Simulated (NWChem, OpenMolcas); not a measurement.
InSiH3ClO (SMILES [SiH3][O][In][Cl]): the vertical ionisation energy, rung by rung

InSiH3ClO: 7 atoms, total charge 0, spin state doublet. SMILES: `[SiH3][O][In][Cl]`. The coordinates come from a PBE0-D4/def2-TZVP relaxation. This is one conformer, not always the lowest.

Each level gives the vertical ionisation energy (to the singlet cation) (eV). The values are calculated.

| level | kind | program | value (eV) | CPU time (all runs) |
| --- | --- | --- | --- | --- |
| UHF/def2-SVP (core potential) | Hartree–Fock | NWChem | 8.88 | 56 s |
| USVWN5/def2-SVP (core potential) | LDA | OpenMolcas | 8.81 | 91 s |
| U-revPBE/def2-SVP (core potential) | GGA | OpenMolcas | 8.60 | 1.9 min |
| UM06-L/def2-SVP (core potential) | meta-GGA | OpenMolcas | 8.68 | 2.5 min |
| UTPSS/def2-SVP (core potential) | meta-GGA | OpenMolcas | 8.72 | 2.9 min |
| UB3LYP/def2-SVP (core potential) | global hybrid | OpenMolcas | 8.93 | 1.8 min |
| UPBE0/def2-SVP (core potential) | global hybrid | OpenMolcas | 8.98 | 95 s |
| UMP2/def2-SVP (core potential) | perturbation theory | NWChem | 8.61 | 1.8 min |

Spin-orbit coupling, which can split open shells on such heavy atoms by tenths of an eV, is left out. The values span 8.60 to 8.98 eV. In the correlated wave-function rows the outer d shell of In is correlated, in sets not made for it. CPU times are rough (shared hosts, several kinds of processor and program).
